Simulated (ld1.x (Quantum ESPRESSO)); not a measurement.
What the settings do to the PAW potential of Cu

Base potential:

ld1.x (Quantum ESPRESSO) 7.5 input, shortened:

```
&input
   title='Cu', zed=29., rel=1, dft='PBESOL', iswitch=3,
   config='[Ar] 3d10 4s1 4p0'
 /
 &inputp
   pseudotype=3, lpaw=.true., tm=.true., lloc=-1, rcloc=1.30,
   nlcc=.true.,
   which_augfun='BG', rmatch_augfun=1.30
 /
6
4S  1  0   1.00   0.00  1.85  2.55  0.0
4S  1  0   0.00   0.15  1.85  2.55  0.0
4P  2  1   0.00   0.00  2.00  2.60  0.0
4P  2  1   0.00   1.05  2.00  2.60  0.0
3D  3  2  10.00   0.00  1.15  1.25  0.0
3D  3  2   0.00   2.25  1.15  1.25  0.0
 &test
   configts(1)='3d10 4s1 4p0'
 /
```

All-electron outer shells of the reference configuration (PBEsol, scalar-relativistic, ld1.x):

```csv
shell,level (eV),outermost node (bohr),outermost maximum (bohr)
3s,-114.40,0.29,0.61
3p,-72.00,0.26,0.62
3d,-5.06,–,0.60
4s,-4.61,0.89,2.27
4p,-0.64,0.98,3.56
```

Cutoffs, loose and tight: the cutoffs (Ry, on a coarse ladder) from which the occupation-weighted sum of valence levels, in a spherical-Bessel basis at the reference potential, stays within 10 and 1 mRy of its value at 400 Ry. They do not see the model core or the augmentation charge, which bear on the density cutoff. Test errors are all-electron minus pseudo excitation energies from the reference, over the configurations 3d10 4s0 4p0; 3d9 4s0 4p0; 3d8 4s0 4p0; 3d9 4s2 4p0; 3d7 4s0 4p0; 3d9 4s1 4p0; 3d9 4s1 4p1. A dash means not determined; rows that change the core or the reference have their own tests. The largest error is taken over the tests solved by every variant that gives reliable tests at all: 3d10 4s0 4p0; 3d8 4s0 4p0; 3d9 4s0 4p0.

A true bound ghost makes a file unfit for plane-wave use even where its test errors are small: the radial tests pick states by their node count and pass the ghost by.

Cutoffs are not given where the Bessel-basis levels miss the radial ones by over 6 mRy, ghosts where they miss by over 20 mRy; a channel whose overlap is not positive is not tested.

```tsv
change	outcome	cutoff, loose	cutoff, tight	bound ghosts	largest test error (meV)
base	generated	70 Ry	120 Ry	s	-479
local potential all-electron potential smoothed inside 1.32 bohr (lloc = -1)	generated	70 Ry	120 Ry	s	-479
local potential all-electron potential smoothed inside 1.58 bohr (lloc = -1)	generated	70 Ry	120 Ry	none	-479
local potential all-electron potential smoothed inside 1.78 bohr (lloc = -1)	generated	70 Ry	120 Ry	none	-479
local potential all-electron potential smoothed inside 2.06 bohr (lloc = -1)	generated	80 Ry	120 Ry	none	-478
local potential all-electron potential smoothed inside 2.26 bohr (lloc = -1)	generated	80 Ry	120 Ry	none	-478
local potential all-electron potential smoothed inside 2.48 bohr (lloc = -1)	generated	80 Ry	140 Ry	none	-479
local potential all-electron potential smoothed inside 2.72 bohr (lloc = -1)	generated	80 Ry	120 Ry	none	-480
local potential all-electron potential smoothed inside 2.94 bohr (lloc = -1)	generated	90 Ry	120 Ry	none	-482
```

(1) What comes out with this change to the base: local potential all-electron potential smoothed inside 1.02 bohr (lloc = -1)?

## Answers

(1) outcome: generated, overlap not positive; bound ghosts: not determined (overlap not positive); largest test error (meV): -479. A file whose overlap is not positive is unfit for use, and its test errors describe a broken file.

Reading the sweep of the rcloc (base included, trends over the rows without a ghost): The loose cutoff rises from 70 Ry at 1.58 to 90 Ry at 2.94 bohr. The median size of the test errors (rows with all tests solved) is not monotonic: lowest 34.7 meV at 2.48 bohr, highest 48.8 meV at 2.06 bohr. Bound ghosts are found at 1.3, 1.32 bohr.
